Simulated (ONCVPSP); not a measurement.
**What one change does to a pseudopotential (platinum (Pt), ONCV)**

```
Element                 : Pt (Z = 78)
Generator               : ONCVPSP 4.0.1
Type                    : optimised norm-conserving Vanderbilt (ONCV)
Functional              : PBE
Relativity              : scalar-relativistic
Frozen core             : [Kr] 4d10 4f14
Valence charge          : 18
Reference configuration : 5s2 5p6 5d9 6p1
Partial waves           : 5s: rc 1.45 bohr, ncon 4, nbas 8, qcut 7.6 1/bohr, 2 projectors, debl 1.2 Ha; 5p+6p: rc 2.10 bohr, ncon 3, nbas 7, qcut 7.3 1/bohr, 2 projectors; 5d: rc 2.15 bohr, ncon 3, nbas 8, qcut 8.4 1/bohr, 2 projectors, debl 3.6 Ha
Local potential         : polynomial inside 0.90 bohr (lpopt 5, dvloc0 3 Ha)
Core correction         : polynomial model core, fcfact 0.75
```

In the s channel the program set the typed energies aside and used -3.817, 0.250 Ha.

All-electron outer shells of the reference configuration (PBE, scalar-relativistic, ld1.x):

```tsv
shell	level (eV)	outermost node (bohr)	outermost maximum (bohr)
5s	-103.87	0.49	0.87
4f	-72.10	–	0.38
5p	-58.09	0.53	0.98
5d	-8.11	0.57	1.26
6p	-1.84	1.36	3.47
```

Change: s: qcut 8.2; p: qcut 7.9; d: qcut 9.1.

Cutoffs: the cutoffs (Ha) at which the residual kinetic energy of the hardest occupied pseudo-wave falls to 1 and 0.1 mHa per electron; they do not see the model core or the augmentation charge, which bear on the density cutoff. Errors are all-electron minus pseudo energies relative to the spin-unpolarised reference configuration.

Question: How do hardness, ghosts and transferability respond?

Answer: The potential gets harder (24 Ha and 28 Ha → 26 Ha and 30 Ha); the errors of the 4 common tests hardly move; neither file shows a bound ghost.

| quantity | base | changed |
| --- | --- | --- |
| cutoff, loose | 24 Ha | 26 Ha |
| cutoff, tight | 28 Ha | 30 Ha |
| loose cutoff by channel | s 24 Ha, p 15 Ha, d 19 Ha | s 26 Ha, p 16 Ha, d 19 Ha |
| bound ghosts | none | none |
| GHOST(+) flags under 300 eV | s at 24.0 eV | s at 20.8 eV |
| error for 5s2 5p6 5d9 6s1 6p0, meV [ΔE -5.05 eV] | +1.3 | +1.3 |
| error for 5s2 5p6 5d9 6p0, meV [ΔE 4.15 eV] | -2.0 | -2.0 |
| error for 5s2 5p6 5d8 6p0, meV [ΔE 24.11 eV] | -4.9 | -5.0 |
| error for 5s2 5p6 5d9 6s0.5 6p0, meV [ΔE -1.36 eV] | +0.3 | +0.2 |
| s: phases at 1.48 bohr within 0.05 rad from the reference energy up to (Ha; the scan ends near 5) | 0.8 | 0.7 |
| p: phases at 2.13 bohr within 0.05 rad from the reference energy up to (Ha; the scan ends near 5) | 4.5 | 4.6 |
| d: phases at 2.18 bohr within 0.05 rad from the reference energy up to (Ha; the scan ends near 5) | to the end of the scan | to the end of the scan |
| rms error of d²Exc/dni dnj with the model core, mHa | 1.38 | 1.20 |
